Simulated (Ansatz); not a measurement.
This geometry of Cl4H2NTa + H2 (10 atoms, charge 0, multiplicity 1) is a first-order saddle point.

Level of theory: Ansatz 0.2.0, RKS PBE0-D4/def2-SVP.

```xyz
10
Properties=species:S:1:pos:R:3
Ta 0.074 -0.159 0.129
N 2.180 0.055 0.223
H 2.675 0.297 1.078
H 2.769 0.110 -0.604
Cl 0.324 -0.019 2.439
Cl 0.578 -0.523 -2.114
Cl -0.985 1.876 -0.156
Cl -1.805 -1.504 0.173
H 0.940 -1.885 0.369
H 1.741 -1.228 0.340
```

Which two structures does it join? (They come from a converged band through this point; their orientation in space is the band's.)

Bonds broken: H9–H10. Bonds formed: Ta1–H9, N2–H10. Cl4H2NTa + H2 becomes Cl4H4NTa.

Image 0:

```xyz
10
Properties=species:S:1:pos:R:3
Ta -0.040 0.398 0.012
N 1.905 0.354 0.134
H 2.417 0.455 1.006
H 2.516 0.206 -0.664
Cl 0.010 0.722 2.323
Cl 0.283 0.051 -2.272
Cl -1.072 2.425 -0.344
Cl -1.233 -1.563 0.228
H 1.483 -3.106 0.715
H 2.220 -2.922 0.738
```

Image 10:

```xyz
10
Properties=species:S:1:pos:R:3
Ta -0.141 -0.405 0.165
N 2.188 -0.083 0.191
H 2.539 -0.146 1.148
H 2.453 0.832 -0.180
Cl 0.016 0.043 2.449
Cl 0.269 -1.324 -1.939
Cl 0.079 1.840 -0.521
Cl -2.317 -1.109 0.257
H 0.742 -1.828 0.665
H 2.662 -0.800 -0.360
```

How far does it lie above each of them?

0.94 eV above the first and 1.32 eV above the second. This is the barrier of this one path; another mechanism may lie lower. The orbitals stay closed-shell, which can raise the energy where a bond breaks towards radicals; this wasn't checked here.

The run took 9.9 min on 4 threads of Arm Neoverse V2, on a shared host, peak memory 0.48 GiB.
